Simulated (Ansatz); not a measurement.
System: CdCl2, net charge 1, doublet state. The spin state was set by rule; other spins were not relaxed. 
Structure (B3LYP-D3(BJ)/def2-TZVP (Ansatz, an electronic-structure program) minimum search):
```
Cd
Cl 1 2.3167
Cl 1 2.3167 2 180.00
```
Charge +1, spin multiplicity 2.

Basis-set convergence of Hartree-Fock and CCSD(T) correlation energies (hartree) with Ansatz. Valence correlation only, unless marked. UHF or UKS for open shells. No spin-orbit coupling. The frozen core is the preceding noble-gas configuration, with the filled d and f shells of earlier blocks. Past Kr the def2 sets carry scalar-relativistic core potentials.

| basis | functions | E(HF) | E(corr, CCSD(T)) |
|---|---|---|---|
| def2-SVPD | 88 | -1085.27974 | -0.56378 |
| def2-TZVPPD | 158 | (withheld) | (withheld) |

Question: Complete the blanks.

Answer: 
- def2-TZVPPD, E(HF): -1085.62241
- def2-TZVPPD, E(corr, CCSD(T)): -0.80563
